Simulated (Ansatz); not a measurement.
C₄H₁₀BBrO (SMILES CCOB(Br)CC), singlet, at a GFN2-xTB geometry, atoms displaced at random by about 0.03 Å a coordinate; Ansatz (a quantum-chemistry and plane-wave program) with HF/STO-3G, gradient.

Here is a job for Ansatz.
Ansatz 0.2 input:
```yaml
crystal:
  periodic: [false, false, false]
  atoms:
    - {symbol: B, position_ang: [-0.61487465, -0.25688061, -0.23181501]}
    - {symbol: Br, position_ang: [1.01082634, 0.81801684, -0.28687123]}
    - {symbol: C, position_ang: [-1.50586973, -0.25830335, -1.52509111]}
    - {symbol: C, position_ang: [-1.80877703, 1.08572296, -2.10022788]}
    - {symbol: H, position_ang: [-2.46855624, -0.75964448, -1.33736427]}
    - {symbol: H, position_ang: [-1.04089076, -0.83303544, -2.33480617]}
    - {symbol: H, position_ang: [-0.88465867, 1.63003535, -2.43965784]}
    - {symbol: H, position_ang: [-2.34208978, 1.76996028, -1.39874374]}
    - {symbol: H, position_ang: [-2.43194416, 1.01448153, -3.03855649]}
    - {symbol: O, position_ang: [-0.96529201, -0.85356738, 0.81796465]}
    - {symbol: C, position_ang: [-0.29708229, -0.96853862, 2.07818284]}
    - {symbol: C, position_ang: [0.70671114, -2.22748159, 2.00853305]}
    - {symbol: H, position_ang: [0.23191342, -0.07241966, 2.30058148]}
    - {symbol: H, position_ang: [-1.05546947, -1.14240212, 2.85156816]}
    - {symbol: H, position_ang: [1.41705394, -1.98144684, 1.26807590]}
    - {symbol: H, position_ang: [1.17485891, -2.34084231, 2.96321463]}
    - {symbol: H, position_ang: [0.17179195, -3.09900548, 1.79616774]}
basis:
  gaussian:
    orbitals: STO-3G
hamiltonian:
  xc: hf
output: {forces: true}
```

Write the output that Ansatz gives for this input, abridged.


```
Functional definition: HF
747 factors; integrals over basis functions are off by at most 7.6e-5 eV
mean field evaluation 1: about -76146.7219 eV, gradient 2.5e1 eV
mean field evaluation 2: about -76147.0687 eV, gradient 2.5e1 eV
mean field evaluation 4: about -76149.5409 eV, gradient 2.0e0 eV
mean field evaluation 8: about -76149.5579 eV, gradient 3.7e-2 eV
mean field -76149.55788011 eV, -2798.4446360699 hartree, gradient 6.2e-5 eV, S^2 0.000000; 0 other end points of the search recorded, 0 dependent functions left out
the calculation of the forces begins
reference -76149.55788011 eV, -2798.4446360699 hartree; 41, 41 occupied and 17, 17 virtual orbitals, 747 factors
Total energy: -76149.55788011 eV, -2798.4446360699 hartree
Atom 0 at    -0.614875    -0.256881    -0.231815 Å, force     2.190172     2.853924    -2.984737 eV/Å
Atom 1 at     1.010826     0.818017    -0.286871 Å, force    -0.190447    -0.308589     0.050437 eV/Å
Atom 2 at    -1.505870    -0.258303    -1.525091 Å, force    -1.001472    -2.362896    -0.483850 eV/Å
Atom 3 at    -1.808777     1.085723    -2.100228 Å, force    -0.435138     3.947388    -2.396433 eV/Å
Atom 4 at    -2.468556    -0.759644    -1.337364 Å, force     0.632585     0.136206     0.140341 eV/Å
Atom 5 at    -1.040891    -0.833035    -2.334806 Å, force     0.129984    -0.021117     0.550819 eV/Å
Atom 6 at    -0.884659     1.630035    -2.439658 Å, force    -1.118813    -0.865221     0.793990 eV/Å
Atom 7 at    -2.342090     1.769960    -1.398744 Å, force     0.541606    -0.906177    -0.669467 eV/Å
Atom 8 at    -2.431944     1.014482    -3.038556 Å, force     0.686282    -0.133014     1.611026 eV/Å
Atom 9 at    -0.965292    -0.853567     0.817965 Å, force    -1.647077    -2.300429     3.656463 eV/Å
Atom 10 at    -0.297082    -0.968539     2.078183 Å, force     0.352492    -3.161332    -0.528402 eV/Å
Atom 11 at     0.706711    -2.227482     2.008533 Å, force    -1.698236     3.765757     1.307527 eV/Å
Atom 12 at     0.231913    -0.072420     2.300581 Å, force     0.870658     1.209404     0.307963 eV/Å
Atom 13 at    -1.055469    -1.142402     2.851568 Å, force    -0.020291     0.079324    -0.168834 eV/Å
Atom 14 at     1.417054    -1.981447     1.268076 Å, force     1.190713    -0.217957    -1.045051 eV/Å
Atom 15 at     1.174859    -2.340842     2.963215 Å, force     0.512738    -0.018948     0.610456 eV/Å
Atom 16 at     0.171792    -3.099005     1.796168 Å, force    -0.995756    -1.696323    -0.752248 eV/Å
Dipole moment:    -0.136246    -0.343448     0.395831 e Å
```
